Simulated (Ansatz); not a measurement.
Cartesian coordinates in Å:
```
F 0.109 1.738 -0.098
Ga 1.190 0.452 -0.884
C 0.211 -1.030 -0.144
Ga -1.108 0.161 0.816
H 2.307 1.129 -1.719
H -0.214 -1.664 -0.925
H 0.840 -1.646 0.503
H -2.487 0.418 0.114
H -0.849 0.441 2.338
```

Charge 0, multiplicity 1.

Question: List the r2SCAN/def2-TZVPP orbital energies in eV (Ansatz). (Best estimate.)

Answer: The calculation gave: Occupied: -10123.08, -10121.48, -1245.23, -1243.66, -1101.69, -1101.59, -1101.54, -1100.10, -1100.00, -1100.00, -665.59, -272.90, -148.85, -147.25, -101.83, -101.58, -101.41, -100.19, -99.92, -99.90, -30.13, -21.46, -21.33, -21.23, -21.22, -21.10, -19.82, -19.67, -19.65, -19.63, -19.56, -17.30, -12.24, -11.61, -10.53, -9.91, -9.81, -9.48, -8.18, -6.97, -6.61. Lowest empty: -2.18, -0.95, -0.48, 0.72, 1.55, 1.66, 2.43, 2.98.
